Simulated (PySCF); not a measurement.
AlBGeH$_{3}$N, BGe$_{2}$H$_{5}$N, BGe$_{2}$H$_{4}$N, B$_{3}$GeH$_{6}$ and others (calculated)

Calculation on a computer-drawn molecule: optimised geometry and harmonic frequencies of an isolated molecule of the commonest isotopes, restricted reference for singlets and unrestricted otherwise, frozen core in MP2; on germanium a core potential holds 10 electrons, which the energies leave out, and 3d is frozen in MP2 and coupled-cluster steps. Program: PySCF 2.14.0.

Common to all runs: basis and core potential on germanium cc-pVDZ-PP ECP10MDF.

(1) AlBGeH$_{3}$N

Start structure:
```xyz
7
AlBGeH3N
B      0.0970     3.3185    -1.1590
Ge     0.3740     2.3932     0.6823
N     -0.7869     2.3632     1.8877
Al    -1.9565     2.2896     3.2007
H     -0.3683     2.7074    -2.0753
H      0.3873     4.4692    -1.3037
H      1.7452     1.7200     0.8765
```

| Quantity | Value |
| --- | --- |
| charge | 0 |
| multiplicity | 1 |
| method | MP2 |
| basis | cc-pV(D+d)Z |
| rotational constants | 9.182, 1.853, 1.563 GHz |
| total energy | -616.5024 hartree |
| convergence status largest gradient component | 2.685e-05 hartree/bohr |

Drawn bonds:
```
atom  other atom  order
   1           2      1
   2           3      2
   3           4      1
   1           5      1
   1           6      1
   2           7      1
```

Optimised structure:
```xyz
7
AlBGeH3N
B      0.0250     3.2972    -1.0395
Ge     0.5612     2.3043     0.6997
N     -0.5317     2.1850     2.0349
Al    -2.1717     2.6211     2.6650
H     -0.5548     2.7099    -1.9161
H      0.2006     4.4844    -1.1353
H      1.9632     1.6593     0.8006
```

Modes:
```
frequency (cm⁻¹)  reduced mass (dalton)
           24.63                  1.511
           48.82                  6.402
           91.63                  2.147
           117.9                  5.294
           372.6                  1.096
           475.1                   13.1
           559.6                  4.967
           639.9                  1.231
           731.7                   1.09
           920.4                  1.354
            1057                  11.11
            1185                   1.15
            2122                  1.021
            2644                   1.05
            2746                  1.128
```

(2) BGe$_{2}$H$_{5}$N

Start structure:
```xyz
9
BGe2H5N
B     -2.0742    -1.0976     0.0583
Ge    -0.0656    -1.0426    -0.6176
N      0.9907     0.0903     0.2282
Ge     2.1181     1.1102     0.9288
H     -2.7991    -1.7235    -0.5529
H     -2.3095    -0.3319     0.8942
H      0.7152    -1.7574    -1.5753
H      2.2908     2.4738     0.3701
H      2.8968     0.6457     2.1996
```

| Item | Value |
| --- | --- |
| charge | 1 |
| multiplicity | 1 |
| method | HF |
| basis | cc-pVDZ |
| rotational constants | 12.3, 0.9132, 0.8665 GHz |
| total energy | -668.4879 hartree |
| convergence status largest gradient component | 1.349e-05 hartree/bohr |

Drawn bonds:
```
atom  other atom  order
   1           2      1
   2           3      2
   3           4      1
   1           5      1
   1           6      1
   2           7      1
   4           8      1
   4           9      1
```

Optimised structure:
```xyz
9
BGe2H5N
B     -2.0544    -1.0736     0.0075
Ge    -0.0171    -1.0572    -0.4372
N      1.0132     0.1033     0.2583
Ge     2.1310     1.1963     0.8808
H     -2.7841    -0.4311    -0.6771
H     -2.4214    -1.7193     0.9362
H      0.6520    -2.0474    -1.3784
H      2.3965     2.5012     0.1666
H      2.8475     0.8948     2.1767
```

Modes:
```
frequency (cm⁻¹)  reduced mass (dalton)
           75.82                  4.529
           98.43                  4.416
           143.1                  1.053
           192.1                  5.626
           192.6                  1.105
           394.6                  23.93
           457.3                  1.049
           558.3                  5.139
             663                  1.152
             696                  1.069
           712.3                  1.223
             793                  1.084
           937.2                  1.054
           960.1                  1.296
            1220                  1.133
            1336                  10.73
            2284                  1.021
            2332                  1.014
            2342                  1.027
            2746                  1.045
            2871                  1.133
```

(3) BGe$_{2}$H$_{4}$N

Start structure:
```xyz
8
BGe2H4N
B      0.2353     2.3249    -0.7169
Ge    -1.6165     1.6103    -0.4311
N     -2.5277     0.7360    -1.5785
Ge    -3.5310     0.1496    -2.8557
H      0.8199     2.9169     0.1352
H      0.7731     2.0206    -1.6691
H     -2.4357     1.8528     0.8495
H     -3.0545    -1.4580    -2.5013
```

| Quantity | Value |
| --- | --- |
| charge | 0 |
| multiplicity | 1 |
| method | HF |
| basis | cc-pVDZ |
| rotational constants | 13.02, 0.8975, 0.8472 GHz |
| total energy | -668.1185 hartree |
| convergence status largest gradient component | 6.907e-06 hartree/bohr |

Drawn bonds:
```
atom  other atom  order
   1           2      1
   2           3      2
   3           4      1
   1           5      1
   1           6      1
   2           7      1
   4           8      1
```

Optimised structure:
```xyz
8
BGe2H4N
B      0.2611     2.3044    -0.6877
Ge    -1.6867     1.6413    -0.4111
N     -2.4900     0.7438    -1.5750
Ge    -3.4948     0.0397    -2.8764
H      0.8468     2.8707     0.1874
H      0.7833     2.1031    -1.7417
H     -2.4080     1.9410     0.9065
H     -3.1488    -1.4909    -2.5700
```

Modes:
```
frequency (cm⁻¹)  reduced mass (dalton)
           51.73                  4.918
           76.56                  1.112
           165.8                  5.378
           199.2                  4.035
           269.7                  1.106
           356.4                  17.94
           487.6                  1.054
           572.3                  4.769
           681.5                  1.241
           808.2                  1.104
           840.3                   1.11
           936.9                  1.304
            1213                  5.114
            1248                  1.298
            1913                  1.022
            2216                   1.02
            2709                   1.05
            2814                   1.13
```

(4) B$_{3}$GeH$_{6}$

Start structure:
```xyz
10
B3GeH6
B     -1.1370     0.9829    -1.6514
Ge     0.6311     1.8518    -1.2571
B      1.9539     0.8964    -0.1031
B      1.1596     3.5657    -2.1175
H     -2.0509     1.5853    -2.0619
H     -1.2664    -0.2163    -1.4674
H      1.9724    -0.1770    -0.0363
H      2.6891     1.5082     0.5800
H      1.9981     4.1936    -1.6606
H      0.6647     3.9290    -3.1168
```

| Quantity | Value |
| --- | --- |
| charge | 0 |
| multiplicity | 2 |
| method | HF |
| basis | cc-pVDZ |
| rotational constants | 5.327, 5.326, 2.663 GHz |
| total energy | -370.8314 hartree |
| spin squared | 0.7592 |
| convergence status largest gradient component | 1.846e-05 hartree/bohr |

Drawn bonds:
```
atom  other atom  order
   1           2      1
   2           3      1
   2           4      1
   1           5      1
   1           6      1
   3           7      1
   3           8      1
   4           9      1
   4          10      1
```

Optimised structure:
```xyz
10
B3GeH6
B     -1.1282     0.9043    -1.7559
Ge     0.6614     1.8121    -1.2892
B      1.9946     0.8736    -0.0298
B      1.1179     3.6582    -2.0820
H     -1.9120     1.4397    -2.4885
H     -1.4055    -0.1695    -1.3000
H      1.7404    -0.2009     0.4378
H      3.0395     1.3913     0.2496
H      2.1563     4.1965    -1.8178
H      0.3502     4.2143    -2.8163
```

Modes:
```
frequency (cm⁻¹)  reduced mass (dalton)
           118.4                  4.101
             142                  1.029
           142.3                  1.029
             160                  2.521
             160                  2.521
           228.1                  1.008
             555                   4.17
           580.2                  4.775
           580.2                  4.775
             631                   1.16
           749.2                  1.316
           749.3                  1.316
           907.8                  1.308
           919.5                  1.286
           919.5                  1.286
            1247                  1.148
            1248                  1.148
            1270                  1.131
            2673                   1.05
            2673                   1.05
            2684                  1.051
            2762                  1.128
            2766                  1.128
            2766                  1.128
```

(5) B$_{2}$ClGeH$_{4}$

Start structure:
```xyz
8
B2ClGeH4
B     -0.2678    -2.6501     2.3348
Ge     0.0234    -1.2021     0.9872
B     -0.5995     0.6280     0.7139
Cl     1.2511    -1.9152    -0.6725
H     -0.9111    -2.4742     3.2674
H      0.2167    -3.7033     2.1629
H     -0.2294     1.2991    -0.2390
H     -1.2756     1.1528     1.4544
```

| Property | Result |
| --- | --- |
| charge | 0 |
| multiplicity | 2 |
| method | HF |
| basis | cc-pV(D+d)Z |
| rotational constants | 5.076, 3.013, 1.891 GHz |
| total energy | -804.5606 hartree |
| spin squared | 0.7595 |
| convergence status largest gradient component | 2.831e-05 hartree/bohr |

Drawn bonds:
```
atom  other atom  order
   1           2      1
   2           3      1
   2           4      1
   1           5      1
   1           6      1
   3           7      1
   3           8      1
```

Optimised structure:
```xyz
8
B2ClGeH4
B     -0.2702    -2.6617     2.3251
Ge     0.0447    -1.2511     0.9051
B     -0.5876     0.6633     0.7047
Cl     1.3187    -1.9284    -0.7348
H     -0.9586    -2.3665     3.2577
H      0.2173    -3.7460     2.2271
H     -0.2657     1.3169    -0.2398
H     -1.2908     1.1086     1.5640
```

Modes:
```
frequency (cm⁻¹)  reduced mass (dalton)
           73.55                  5.283
           150.4                  2.562
           156.6                  4.536
           248.8                  1.034
           312.8                  1.013
           407.3                   28.9
           584.9                  4.606
             587                  4.433
           669.7                  1.236
           744.5                  1.303
           885.3                  1.263
           932.4                  1.278
            1229                  1.157
            1246                  1.139
            2701                  1.048
            2709                   1.05
            2813                  1.129
            2815                   1.13
```
